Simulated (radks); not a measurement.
The carbon anion C4-, [Ne], held by a Watson sphere: a shell of charge +4 at radius R that stands for the Madelung well of a crystal (potential energy -4/R inside, -4/r outside, in hartree with lengths in bohr). Method: non-relativistic Kohn-Sham, LDA (Slater exchange, VWN5 correlation), spin-polarised, spherical densities, point nucleus; computed with a radial shooting solver on a logarithmic mesh with Libxc functionals. Response by self-consistent Sternheimer equations with the Hartree and adiabatic LDA kernel. The sphere does not respond.

| R (bohr) | e(1s) (eV) | e(2s) (eV) | e(2p) (eV) | <r> 2p (bohr) | sum of <r^2> (bohr^2) | X-ray form factor at sin(theta)/lambda = 0.1 1/angstrom | alpha (bohr^3) |
|---|---|---|---|---|---|---|---|
| 1.74 | -262.26 | -17.302 | -8.619 | 1.826 | 31.27 | 8.045 | 18.15 |
| 2.05 | -263.16 | -15.695 | -7.567 | 2.007 | 37.32 | 7.740 | 26.32 |
| 2.17 | -263.51 | -15.134 | -7.204 | 2.076 | 39.77 | 7.623 | 30.23 |
| 2.94 | -265.19 | -12.395 | -5.355 | 2.518 | 57.14 | 6.912 | 69.74 |
| 2.95 | -265.20 | -12.368 | -5.336 | 2.524 | 57.38 | 6.903 | 70.46 |
| 3.03 | -265.32 | -12.163 | -5.187 | 2.571 | 59.38 | 6.834 | 76.49 |
| 3.47 | -265.78 | -11.243 | -4.485 | 2.831 | 71.04 | 6.473 | 117.9 |
